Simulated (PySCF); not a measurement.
Geometry:
```csv
atom,x (Å),y (Å),z (Å)
C1,-0.190,3.423,-0.042
C2,-0.104,2.216,0.040
C3,0.021,0.765,0.109
C4,1.475,0.283,-0.096
Si5,1.255,-1.571,-0.385
N6,1.495,-2.464,1.089
C7,-0.589,-1.479,-0.788
C8,-0.886,0.028,-0.911
C9,-2.359,0.365,-0.754
H10,-0.268,4.492,-0.105
H11,-0.306,0.447,1.118
H12,1.894,0.761,-0.997
H13,2.120,0.558,0.750
H14,2.087,-2.052,-1.540
H15,2.426,-2.476,1.496
H16,1.095,-3.396,1.147
H17,-0.905,-2.030,-1.686
H18,-1.153,-1.898,0.066
H19,-0.556,0.363,-1.912
H20,-2.722,0.061,0.242
H21,-2.965,-0.162,-1.506
H22,-2.537,1.445,-0.865
```

Geometry: PBE0-D3(BJ)/def2-SVP; GIAO absolute shieldings from PySCF 2.14.0 with density-fitted response routines, gas phase, non-relativistic, averaged over equivalent atoms.

At wB97X-D/pcSseg-1 (225 basis functions, 47 s wall time on 1 thread of an Arm Neoverse V2, shared host):
```csv
atoms,σ (ppm)
C2,92.3
C1,108.1
C8,141.9
C3,147.0
C4,160.0
C9,161.1
C7,162.6
Si5,350.8
N6,249.0
H14,26.35
H10,29.34
H11,29.50
H20/H21/H22,30.14
H19,30.22
H13,30.23
H17,30.37
H12,30.75
H18,31.27
H15/H16,31.32
```

Question: Estimate the result of repeating the calculation with PBE0/pcSseg-1.

Answer: 
```csv
atoms,σ at PBE0/pcSseg-1,change
C2,92.2,-0.1
C1,108.8,+0.7
C8,141.0,-0.9
C3,146.0,-1.0
C4,159.3,-0.7
C9,161.0,-0.1
C7,161.5,-1.1
Si5,350.3,-0.5
N6,248.7,-0.3
H14,26.11,-0.24
H10,29.26,-0.08
H11,29.28,-0.22
H20/H21/H22,30.02,-0.12
H19,30.03,-0.19
H13,30.07,-0.16
H17,30.18,-0.19
H12,30.58,-0.17
H18,31.12,-0.15
H15/H16,31.24,-0.08
```

The largest change is at C7 (sp3 CH2 bonded to Si). Cost: 225 basis functions, 48 s wall time on 1 thread of an Arm Neoverse V2, shared host. The order of the carbon signals is the same at both levels.
